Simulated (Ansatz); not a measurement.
`FC(F)(F)c1ccc(-c2ccc(-c3ccc(C(F)(F)F)nc3)nc2)nc1`. Charge 0, multiplicity 3. Geometry PBE-D4/def2-SVP, that of the neutral singlet; atoms count from 1.

```xyz
35

F    -2.9446    7.1180   -0.8720
C    -2.4771    6.5899    0.2843
F    -1.4900    7.4067    0.7277
F    -3.4754    6.6387    1.1963
C    -1.9755    5.1812    0.0884
C    -1.5039    4.7415   -1.1575
C    -1.0053    3.4419   -1.2694
C    -0.9889    2.6053   -0.1289
C    -0.4700    1.2176   -0.1705
C    -0.0986    0.5569   -1.3589
C     0.3873   -0.7500   -1.3031
C     0.5018   -1.3941   -0.0503
C     1.0154   -2.7794    0.0916
C     1.4485   -3.5641   -0.9955
C     1.9211   -4.8611   -0.7685
C     1.9440   -5.3316    0.5530
C     2.4478   -6.7282    0.8860
F     3.5182   -6.6777    1.7062
F     2.8212   -7.3966   -0.2352
F     1.4939   -7.4590    1.4986
N     1.5382   -4.6079    1.6064
C     1.0887   -3.3719    1.3787
N     0.1417   -0.7659    1.0917
C    -0.3245    0.4799    1.0310
N    -1.4468    3.0398    1.0674
C    -1.9227    4.2804    1.1697
H    -1.5327    5.4115   -2.0291
H    -0.6252    3.0877   -2.2372
H    -0.1955    1.0507   -2.3370
H     0.6697   -1.2621   -2.2331
H     1.4239   -3.1743   -2.0235
H     2.2663   -5.4969   -1.5947
H     0.7561   -2.7791    2.2462
H    -0.6119    0.9635    1.9792
H    -2.2952    4.5887    2.1623
```

Single mean-field runs in def2-TZVP are fitted with def2-universal-jkfit. At PBE0-D4/def2-TZVP a singlet of charge 0 lies 2.86 eV below the triplet at the same geometry.

**Question.** Estimate the Mulliken populations of the heavy atoms from the PBE0/def2-TZVP orbitals of Ansatz.

**Answer.** 
```csv
atom,charge (e),spin (α − β)
F1,-0.16,0.00
C2,0.44,-0.01
F3,-0.16,0.01
F4,-0.16,0.00
C5,0.06,0.25
C6,-0.19,-0.08
C7,-0.19,0.20
C8,0.23,-0.02
C9,0.15,0.44
C10,-0.19,0.03
C11,-0.20,0.15
C12,0.30,0.43
C13,0.07,-0.02
C14,-0.16,0.21
C15,-0.16,-0.11
C16,0.08,0.26
C17,0.43,-0.01
F18,-0.15,0.01
F19,-0.17,0.00
F20,-0.15,0.01
N21,-0.18,-0.09
C22,-0.13,0.19
N23,-0.21,-0.01
C24,-0.13,0.16
N25,-0.23,0.14
C26,-0.12,-0.08
```
Mulliken values depend strongly on the basis.

**Question.** Where does the spin sit?

**Answer.** Summed by element: F 0.02, C 1.98, N 0.04, H -0.04, of 2 unpaired in all. Largest on single atoms: C9 0.44, C12 0.43, C16 0.26.

**Question.** And the Mayer bond orders between heavy atoms (over 0.3)?

**Answer.** F1–C2 1.14 (1.35 Å); C2–F3 1.16 (1.36 Å); C2–F4 1.15 (1.35 Å); C2–C5 1.02 (1.51 Å); C5–C6 1.31 (1.40 Å); C5–C26 1.28 (1.41 Å); C6–C7 1.49 (1.40 Å); C7–C8 1.28 (1.41 Å); C8–C9 1.17 (1.48 Å); C8–N25 1.25 (1.35 Å); C9–C10 1.12 (1.41 Å); C9–C24 1.09 (1.42 Å); C10–C11 1.67 (1.40 Å); C11–C12 1.12 (1.41 Å); C12–C13 1.17 (1.48 Å); C12–N23 1.16 (1.35 Å); C13–C14 1.24 (1.41 Å); C13–C22 1.22 (1.42 Å); C14–C15 1.47 (1.40 Å); C15–C16 1.33 (1.40 Å); C16–C17 1.02 (1.52 Å); C16–N21 1.37 (1.34 Å); C17–F18 1.17 (1.35 Å); C17–F19 1.13 (1.36 Å); C17–F20 1.17 (1.35 Å); N21–C22 1.59 (1.33 Å); N23–C24 1.76 (1.33 Å); N25–C26 1.62 (1.33 Å).
